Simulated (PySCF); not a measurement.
A calculated (wB97X, PySCF 2.14, dyall-av3z, scalar relativity by spin-free X2C-1e) atom or ion has these occupied shells.

```
shell  electrons  orbital energy (eV)  rms radius, mean of both spins (bohr)
 1s α          1              -526.53                                  0.231
 1s β          1              -525.51                                  0.231
 2s α          1              -31.199                                   1.27
 2s β          1              -26.559                                   1.27
 2p α          3              -14.905                                   1.43
 2p β          1              -12.062                                   1.43
```

Question: Name the element and its charge.

Answer: O (oxygen, neutral), in [He] 2s2 2p4, high-spin 3P determinant.
